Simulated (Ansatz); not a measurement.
Geometry optimisation, RKS PBE/def2-SVP in Ansatz.

Input:

```yaml
crystal:
  periodic: [false, false, false]
  atoms:
    - { symbol: Hf, position_ang: [-0.076332, -0.021805, -0.098998] }
    - { symbol: O, position_ang: [1.003206, 1.271279, -1.66723] }
    - { symbol: S, position_ang: [-0.379263, -1.824979, -1.721422] }
    - { symbol: H, position_ang: [0.333009, -0.808804, -2.312009] }
    - { symbol: "N", position_ang: [1.036037, -0.678805, 1.46853] }
    - { symbol: "N", position_ang: [-1.847566, 0.73137, 0.562171] }
    - { symbol: H, position_ang: [1.976734, 1.235693, -1.580094] }
    - { symbol: H, position_ang: [1.110763, -0.239668, 2.396694] }
    - { symbol: H, position_ang: [1.622248, -1.525289, 1.465512] }
    - { symbol: H, position_ang: [-2.605645, 1.061589, -0.049406] }
    - { symbol: H, position_ang: [-2.17309, 0.799318, 1.536353] }
basis:
  gaussian: { orbitals: def2-SVP }
hamiltonian:
  xc: pbe
relax:
  f_tol: 0.03
  max_steps: 50
output:
  orbitals: {}
```

Run as:

```bash
$ ansatz run input.yaml --threads 2 --pin off --max-ram 3072MiB --backend cpu --events-out ev --progress --plain --runs-dir out
```

**Question.** Where does it end, and by what steps?

**Answer.** The run converged. After 11 steps the energy has fallen by 0.977 eV; H4 moved furthest, 0.95 Å.

```tsv
step	energy less start (eV)	largest force component (eV/Å)	accepted
0	0.0000	2.306	yes
1	-0.6177	1.186	yes
2	-0.7502	0.651	yes
3	-0.8251	0.641	yes
4	-0.8747	0.612	yes
5	-0.9303	0.242	yes
6	-0.9645	0.120	yes
7	-0.9742	0.156	yes
8	-0.9754	0.101	yes
9	-0.9762	0.098	yes
10	-0.9770	0.032	yes
11	-0.9771	0.007	yes
```

```xyz
11
Properties=species:S:1:pos:R:3
Hf -0.032 -0.016 -0.249
O 0.893 1.346 -1.286
S -0.539 -2.003 -1.670
H 0.512 -1.719 -2.494
N 1.008 -0.700 1.374
N -1.720 0.825 0.530
H 1.657 1.926 -1.415
H 1.122 -0.200 2.263
H 1.552 -1.569 1.424
H -2.177 1.694 0.231
H -2.276 0.416 1.291
```

Run time: 21 s on 2 threads of AMD EPYC 9R45 96-Core Processor (Zen 5), with other jobs on the host, peak memory 0.19 GiB.
